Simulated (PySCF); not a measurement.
Isomers of C4H9BS. Method used: PBE0-D3(BJ)/def2-SVP geometry optimisation, gas phase in PySCF 2.14.0. One conformer each; no zero-point energy, no entropy. No frequencies were run at this level. Point groups hold within 0.08 Å.

**Question.** Order them by energy at this level, lowest first, and give relative energies in kcal/mol.
A. `[CH2:1]=[CH:2][CH2:3][BH:4][S:5][CH3:6]` with C1–C2–C3–B4 -117°, C2–C3–B4–S5 135°, C3–B4–S5–C6 -1°
B. `[CH:1]#[C:2][BH2-:3][S+:4]([CH3:5])[CH3:6]` with C2–B3–S4–C5 52°

**Answer.** A (0.0), B (42.6).

```json
{"SMILES": "C=CCBSC", "E (Eh)": "-580.26778", "E rel (kcal/mol)": "0.0", "dipole (D)": "1.76", "point group": "C1", "A, B, C (MHz)": "5998, 1286, 1164"}
{"SMILES": "C#C[BH2-][S+](C)C", "E (Eh)": "-580.19992", "E rel (kcal/mol)": "42.6", "dipole (D)": "4.83", "point group": "Cs", "A, B, C (MHz)": "3971, 1916, 1883"}
```

**Question.** How do the relative energies change in single points at CAM-B3LYP/def2-SVPD (no added dispersion term) on the same geometries?

**Answer.** 
```json
{"SMILES": "C=CCBSC", "PBE0-D3(BJ)/def2-SVP (kcal/mol)": "0.0", "CAM-B3LYP/def2-SVPD (kcal/mol)": "0.0", "shift": "0.0"}
{"SMILES": "C#C[BH2-][S+](C)C", "PBE0-D3(BJ)/def2-SVP (kcal/mol)": "42.6", "CAM-B3LYP/def2-SVPD (kcal/mol)": "42.6", "shift": "0.0"}
```

Each column counts from its own lowest isomer. The order is unchanged; the largest shift is 0.0 kcal/mol.
